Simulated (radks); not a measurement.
Values are calculated unless marked as measured or tabulated.
Ca13+, configuration [He] 2s2 2p3.

Level of theory: scalar-relativistic Kohn-Sham, revPBE, spin-polarised, spherical densities, finite nucleus; open shells are filled with parallel spins first; Fermi nuclear charge, rms radius 3.4776 fm (a radial shooting solver on a logarithmic mesh with Libxc functionals).

Energy parts (eV):
part                      energy
total                 -15535.025
kinetic                15666.375
electron-nucleus      -33300.330
Hartree                 2742.956
exchange-correlation    -644.026

Orbitals (lengths in bohr, moments of r in powers of bohr):
orbital  occ.  eigenvalue (eV)      <r>  <1/r>
1s up       1        -4480.420  0.07665  19.77
1s down     1        -4469.907  0.07645  19.81
2s up       1        -846.2190   0.3380  4.388
2s down     1        -825.6080   0.3416  4.327
2p up       3        -783.6993   0.2956  4.297
2p down     0        -759.2179   0.2998  4.249
3s up       0        -326.6683   0.8326  1.755
3s down     0        -321.6334   0.8410  1.737
3p up       0        -307.3719   0.8111  1.710
3p down     0        -301.8595   0.8217  1.694
3d up       0        -284.2841   0.7210  1.635
3d down     0        -278.1523   0.7366  1.598

The highest occupied level is 2p up at -783.70 eV. The density falls to 0.001 e/bohr^3 at r = 1.05 bohr. Spin moment in Bohr magnetons: 3. The spin density at the nucleus is -1.95 e/bohr^3 (1s -10.78, 2s 8.83). Summed over all electrons, <r^2> = 0.6054 bohr^2, which gives a Langevin (diamagnetic) susceptibility term of -0.479 x 10^-6 cm^3/mol.
